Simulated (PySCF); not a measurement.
C₅H₁₁NO.
Bonds: C1–C2, C2–C3, C2–C4, C2–C5, C5–N6, C5–O7 (double). Hydrogens: H8, H9, H10 on C1; H11, H12, H13 on C3; H14, H15, H16 on C4; H17, H18 on N6.

The same species was optimised twice, with GFN2-xTB and with PBE0-D3(BJ)/def2-SVP (PySCF), and the same property calculations (PySCF, gas phase) were run on both structures.

```csv
coordinate,GFN2-xTB,PBE0-D3(BJ)/def2-SVP,change
C5–N6 (Å),1.354,1.360,+0.006
C2–C5 (Å),1.535,1.540,+0.005
C5=O7 (Å),1.210,1.214,+0.004
C2–C3 (Å),1.529,1.526,-0.003
C1–C2 (Å),1.533,1.535,+0.002
C2–C4 (Å),1.533,1.532,-0.001
C1–C2–C5 (°),109.7,108.1,-1.6
C4–C2–C5 (°),109.6,110.9,+1.3
C2–C5–O7 (°),123.6,122.7,-0.9
C2–C5–N6 (°),115.1,115.6,+0.5
N6–C5–O7 (°),121.3,121.7,+0.4
C1–C2–C3 (°),109.4,109.8,+0.4
C1–C2–C4 (°),110.4,110.0,-0.4
C3–C2–C4 (°),109.4,109.7,+0.3
C1–C2–C5–N6 (°),-61,-70,-9
```

Rotational constants: A = 3306, B = 2374, C = 1985 MHz (GFN2-xTB) against A = 3285, B = 2368, C = 1974 MHz (PBE0-D3(BJ)/def2-SVP). Point groups within 0.08 Å: Cs and C1. Atoms that the bonding makes alike are paired by their places after alignment.

On the GFN2-xTB structure: HOMO (eV) -7.14 [PBE0/pcSseg-1]; LUMO (eV) 0.93 [PBE0/pcSseg-1]; dipole (D) 3.64 [PBE0/pcSseg-1]; GIAO shielding of C1/C3/C4 (mean) (ppm) 156.9 [PBE0/pcSseg-1]; GIAO shielding of C2 (ppm) 147.5 [PBE0/pcSseg-1]; GIAO shielding of C5 (ppm) 7.8 [PBE0/pcSseg-1]; GIAO shielding of N6 (ppm) 158.4 [PBE0/pcSseg-1]; GIAO shielding of O7 (ppm) -83.6 [PBE0/pcSseg-1].

Task: What do these properties become on the PBE0-D3(BJ)/def2-SVP structure?

Result: 
| property | level | on GFN2-xTB | on PBE0-D3(BJ)/def2-SVP | change |
| --- | --- | --- | --- | --- |
| HOMO (eV) | PBE0/pcSseg-1 | -7.14 | -7.14 | 0.00 |
| LUMO (eV) | PBE0/pcSseg-1 | 0.93 | 0.87 | -0.06 |
| dipole (D) | PBE0/pcSseg-1 | 3.64 | 3.64 | 0.00 |
| energy, GFN2-xTB geometry as zero (kcal/mol) | PBE0/pcSseg-1 | 0.0 | -0.4 | -0.4 |
| GIAO shielding of C1/C3/C4 (mean) (ppm) | PBE0/pcSseg-1 | 156.9 | 154.9 | -2.0 |
| GIAO shielding of C2 (ppm) | PBE0/pcSseg-1 | 147.5 | 146.3 | -1.2 |
| GIAO shielding of C5 (ppm) | PBE0/pcSseg-1 | 7.8 | 6.3 | -1.5 |
| GIAO shielding of N6 (ppm) | PBE0/pcSseg-1 | 158.4 | 157.1 | -1.3 |
| GIAO shielding of O7 (ppm) | PBE0/pcSseg-1 | -83.6 | -88.1 | -4.5 |

The heavy atoms differ by 0.093 Å rms after alignment (one structure mirrored). Among bonds between heavy atoms C2–C5 and C5–N6 change most and about equally (+0.005 to +0.006 Å). Changes are differences of the printed values. Neither structure is proved a minimum here.

Shape of the structure used: `[CH3:1][C:2]([CH3:3])([CH3:4])[C:5]([NH2:6])=[O:7]`: C1–C2–C5–N6 -70°, H–N6–C5–C2 178°, H–N6–C5–C2 -2°.
